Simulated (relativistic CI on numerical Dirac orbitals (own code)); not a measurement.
Co3+ in a cubic cluster: 2p photoemission with charge transfer

Computed with a charge-transfer multiplet model of a cubic metal-ligand cluster with up to 3 ligand holes, Slater and spin-orbit integrals from Dirac-Coulomb-Breit ions, Slater integrals scaled by 0.7. The ground state mixes d6 with configurations of k ligand holes L, whose averages lie at kΔ + k(k − 1)U_dd/2; a core hole lowers each added d electron by U_cd. 300 K, Lorentzian 0.6 eV and Gaussian 0.8 eV FWHM.

Atomic integrals in eV (Slater integrals scaled, ζ unscaled), ground: F2dd 8.824, F4dd 5.512, zeta_d 0.071; with the core hole: F2dd 10.024, F4dd 6.297, zeta_d 0.102, zeta_core 9.658, F2cd 6.005, G1cd 4.623, G3cd 2.630.

Cluster parameters (eV): Δ = -0.2, U_cd = 8.3, 10Dq = 1, 10Dq(ligand) = 0.8, V(eg) = 2.9, V(t2g) = -1.57, final-state hopping factor = 0.9.

```tsv
Case	n_d	d6	d7L	d8L2	d9L3	S
U_dd = 5.7 eV	6.98	0.25	0.54	0.20	0.02	0.03
U_dd = 6.4 eV	6.94	0.26	0.55	0.18	0.01	0.03
U_dd = 8.5 eV	6.85	0.30	0.56	0.13	0.01	0.04
```

Weights, n_d and S are thermal averages at 300 K. Binding energies count from the first peak over 30 % of the highest in each spectrum, which can be another peak from case to case. The parameters are a model scan and need not match a compound or its usual spin state. Peaks in eV (height, largest 100):
- U_dd = 5.7 eV: 0.0 (100), 2.5 (9), 4.7 (7), 9.3 (28), 15.0 (48), 24.4 (14)
- U_dd = 6.4 eV: 0.0 (100), 2.5 (10), 4.7 (7), 9.4 (24), 11.6 (9), 15.0 (47), 24.6 (12)
- U_dd = 8.5 eV: 0.0 (100), 2.6 (11), 4.7 (7), 9.8 (13), 12.0 (9), 15.1 (47), 18.6 (5), 25.4 (7)

Curve for U_dd = 5.7 eV (points under 2 left out, the grid thinned):

E (eV), Intensity and a bar:
```
     -2.8        2.1 
     -2.1        3.7 #
     -1.4        9.0 ##
     -0.7       39.8 ############
     -0.1       98.3 ##############################
      0.6       47.8 ##############
      1.3       12.1 ###
      2.0        8.7 ##
      2.7        9.1 ##
      3.4        5.7 #
      4.0        5.1 #
      4.7        7.1 ##
      5.4        5.0 #
      6.1        2.9 
      6.8        3.0 
      7.5        4.2 #
      8.1        7.3 ##
      8.8       19.8 ######
      9.5       26.7 ########
     10.2       12.6 ###
     10.9        8.8 ##
     11.6        8.6 ##
     12.2        8.5 ##
     12.9        7.8 ##
     13.6        7.7 ##
     14.3       19.6 #####
     15.0       47.7 ##############
     15.7       21.7 ######
     16.4       10.9 ###
     17.0       10.1 ###
     17.7        6.9 ##
     18.4        5.6 #
     19.1        4.4 #
     19.8        3.0 
     20.5        2.0 
     22.2        2.7 
     22.9        3.8 #
     23.6        7.3 ##
     24.3       13.7 ####
     25.0       10.8 ###
     25.7        8.0 ##
     26.3        5.4 #
     27.0        3.3 
     32.3        2.2 
     33.0        2.0
```

For the case U_dd = 6.4 eV, Δ = -0.2 eV is smaller than U_dd = 6.4 eV, the charge-transfer side of the Zaanen-Sawatzky-Allen scheme (negative Δ: between configuration averages a ligand hole costs less than the nominal valence; multiplet and field energies can change this for the lowest states). With the core hole the average of the configuration with one ligand hole lies at Δ − U_cd = -8.5 eV before mixing: it lies below the unscreened one, so the lowest final states are mostly screened and the unscreened weight appears at higher binding energy as a satellite.
